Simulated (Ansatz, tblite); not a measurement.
Removing and adding an electron: `Sc1ccc(-c2ccc(-c3ccc(S)nc3)nc2)nc1`. Charge 0, multiplicity 1. Geometry: PBE-D4/def2-SVP. Ansatz, gas phase; energy differences of separate SCF runs; the oxidised species was run as a doublet alone; the reduced species was run as a doublet alone.

Cartesian coordinates in Å:
```
S -6.757 0.027 -2.809
C -5.110 0.149 -2.175
C -4.292 1.291 -2.288
C -3.006 1.265 -1.746
C -2.542 0.099 -1.095
C -1.192 -0.004 -0.496
C -0.792 -1.187 0.163
C 0.480 -1.274 0.725
C 1.362 -0.170 0.630
C 2.726 -0.185 1.202
C 3.269 -1.282 1.910
C 4.565 -1.216 2.418
C 5.305 -0.030 2.204
S 6.957 0.083 2.837
N 4.813 1.025 1.535
C 3.568 0.943 1.054
N 0.982 0.964 -0.003
C -0.235 1.038 -0.538
N -3.335 -0.992 -0.990
C -4.561 -0.971 -1.505
H -6.811 1.285 -3.326
H -4.657 2.197 -2.797
H -2.369 2.157 -1.834
H -1.507 -2.021 0.213
H 0.784 -2.199 1.234
H 2.681 -2.198 2.070
H 5.000 -2.061 2.971
H 7.131 1.346 2.356
H 3.178 1.818 0.508
H -0.470 1.994 -1.039
H -5.164 -1.891 -1.389
```

The xTB rows come from tblite. Single mean-field runs in def2-TZVP are fitted with def2-universal-jkfit.

```json
{"level": "GFN1-xTB", "−HOMO (eV)": "10.84", "vertical IE (eV)": "12.66", "−LUMO (eV)": "8.46", "vertical EA (eV)": "6.54", "HOMO–LUMO gap (eV)": "2.38", "IE − EA (eV)": "6.13", "remarks": "–"}
{"level": "GFN2-xTB", "−HOMO (eV)": "10.14", "vertical IE (eV)": "11.92", "−LUMO (eV)": "7.97", "vertical EA (eV)": "6.10", "HOMO–LUMO gap (eV)": "2.17", "IE − EA (eV)": "5.82", "remarks": "–"}
{"level": "PBE-D4/def2-TZVP", "−HOMO (eV)": "5.28", "vertical IE (eV)": "6.99", "−LUMO (eV)": "2.80", "vertical EA (eV)": "1.11", "HOMO–LUMO gap (eV)": "2.49", "IE − EA (eV)": "5.88", "remarks": "HOMO above zero (-1 doublet)"}
{"level": "PBE0-D4/def2-TZVP", "−HOMO (eV)": "6.12", "vertical IE (eV)": "7.31", "−LUMO (eV)": "2.10", "vertical EA (eV)": "0.97", "HOMO–LUMO gap (eV)": "4.02", "IE − EA (eV)": "6.34", "remarks": "HOMO above zero (-1 doublet)"}
```

   A HOMO above zero means that the electron is unbound at that level or that self-interaction error raises the level; the energy of removing that electron tells which. Raw xTB energy differences between charge states are shifted by several eV; the methods need an empirical correction for them. Sets without diffuse functions give affinities that are too small.
